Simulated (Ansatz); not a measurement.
`C[B](F)[GeH3]` + `CCN[SiH2]Cl` → `CC[N]([GeH3])[SiH2]Cl` + `CBF`  (cleavage of the Ge–B bond)

Program: Ansatz. Geometries: PBE0-D4/def2-TZVP. ΔE: electronic, gas phase. CBS: MP2 limit from def2 TZ/QZ plus the TZ coupled-cluster correction, frozen cores. This one scheme is used for every species. Functionals use def2-TZVPP. B3LYP here is the variant with VWN-RPA as its local correlation; programs differ in this. HSE06 is defined as in plane-wave codes. For Ge outer-core shells are correlated without core-valence functions, which leaves a few kJ/mol of doubt a bond. Scalar relativity is left out up to krypton. Each species was taken in one conformer, which may not be the lowest.

```tsv
level	ΔE (kJ/mol)
revPBE-D4	-12.6
PBE	-0.4
PBE0	-5.7
B3LYP	-8.4
HSE06	-5.9
CCSD/def2-SVP	-30.3
MP2/def2-TZVPP	-34.9
MP2/def2-QZVPP	-33.4
```

Q: What does CCSD(T)/CBS give? (An estimate is asked.)

A: Computed: -23.7 kJ/mol. The listed levels differ from it by 11.1, 23.3, 18.0, 15.3, 17.8, -6.6, -11.2, -9.7 kJ/mol.

Largest T1 diagnostic among the species: 0.013.

Leaving LDA and LC-ωPBE aside and taking each functional with its dispersion term where it has one, the values, not all of them listed here, spread over 19.0 kJ/mol, from BHLYP-D4 to PBE-D4. LDA lies −3.8 kJ/mol from PBE without D4. From BLYP to BHLYP (50 % exact exchange), in def2-TZVPP and without D4, ΔE moves by −12.5 kJ/mol.
